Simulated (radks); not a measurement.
Problem. Species: Ag14+. Configuration: [Ar] 3d10 4s2 4p3 (the NIST ground configuration). Calculated with a radial shooting solver on a logarithmic mesh with Libxc functionals: Dirac Kohn-Sham, BLYP, spin-unpolarised, spherical densities, finite nucleus; open shells fill j = l - 1/2 first; Fermi nuclear charge, rms radius 4.5454 fm. Some entries of the table are withheld. Estimate them.

| orbital | occ. | eigenvalue (eV) | r(max) (bohr) |
|---|---|---|---|
| 1s1/2 | 2 | -25654.31 | 0.02015 |
| 2s1/2 | 2 | -4060.256 | 0.1141 |
| 2p1/2 | 2 | (1) | 0.08815 |
| 2p3/2 | 4 | (2) | 0.09240 |
| 3s1/2 | 2 | -1003.560 | 0.3316 |
| 3p1/2 | 2 | (3) | (4) |
| 3p3/2 | 4 | (5) | (6) |
| 3d3/2 | 4 | -684.0039 | 0.2698 |
| 3d5/2 | 6 | -677.5795 | 0.2726 |
| 4s1/2 | 2 | -379.1676 | 0.7796 |
| 4p1/2 | 2 | -342.2565 | 0.7984 |
| 4p3/2 | 1 | -334.9079 | 0.8167 |

Solution. 
(1) 2p1/2 eigenvalue (eV): -3798.020
(2) 2p3/2 eigenvalue (eV): -3622.409
(3) 3p1/2 eigenvalue (eV): -899.3254
(4) 3p1/2 r(max) (bohr): 0.3178
(5) 3p3/2 eigenvalue (eV): -867.8073
(6) 3p3/2 r(max) (bohr): 0.3276
